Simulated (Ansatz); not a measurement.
C$_{3}$H$_{9}$InO, SMILES `C[O][In]([CH3])[CH3]`, 14 atoms. Charge 0, multiplicity 1. Correlated methods include outer-core shells of In, which these sets cover unevenly. In takes the def2 core potential. All runs use 4 threads of an AMD EPYC 9R45 on a shared host. Correlated methods freeze the cores.

Question: How many basis functions does each run have, and how long does it take in Ansatz? RKS PBE0-D4/def2-TZVP relaxation (13 steps); RKS ωB97X-V/def2-TZVPP energy; RHF-CCSD(T)/def2-SVP energy; RHF-MP2/def2-TZVPP energy; RKS PBE0-D4/def2-QZVPP energy; direct RPA on PBE orbitals/def2-TZVPP energy; RKS PBE0-D4/def2-SVP energy; RKS ωB97M-V/def2-TZVPP energy and forces; RKS BLYP-D4/def2-TZVPP energy; RKS ωB97M-V/def2-SVP energy; RKS ωB97M-V/def2-QZVPP energy; RKS LC-ωPBE/def2-TZVPP energy. (Estimate.)

Answer: Computed: Other jobs shared the machine, so times are rough.

| level | job | functions | wall time | peak host memory (GiB) |
| --- | --- | --- | --- | --- |
| RKS PBE0-D4/def2-SVP | energy | 127 | 0.6 s | 0.59 |
| RKS BLYP-D4/def2-TZVPP | energy | 300 | 1.3 s | 0.42 |
| RKS LC-ωPBE/def2-TZVPP | energy | 300 | 1.6 s | 0.64 |
| RKS ωB97M-V/def2-SVP | energy | 127 | 2.1 s | 0.59 |
| RHF-MP2/def2-TZVPP | energy | 300 | 2.4 s | 0.89 |
| RKS ωB97X-V/def2-TZVPP | energy | 300 | 4.1 s | 1.1 |
| RKS PBE0-D4/def2-QZVPP | energy | 580 | 4.5 s | 2.3 |
| direct RPA on PBE orbitals/def2-TZVPP | energy | 300 | 4.5 s | 0.94 |
| RKS ωB97M-V/def2-TZVPP | energy and forces | 300 | 6 s | 1.3 |
| RHF-CCSD(T)/def2-SVP | energy | 127 | 6.5 s | 0.96 |
| RKS ωB97M-V/def2-QZVPP | energy | 580 | 9.5 s | 2.8 |
| RKS PBE0-D4/def2-TZVP | relaxation (13 steps) | 228 | 25 s | 0.7 |

LC-ωPBE has ω = 0.4 bohr⁻¹.
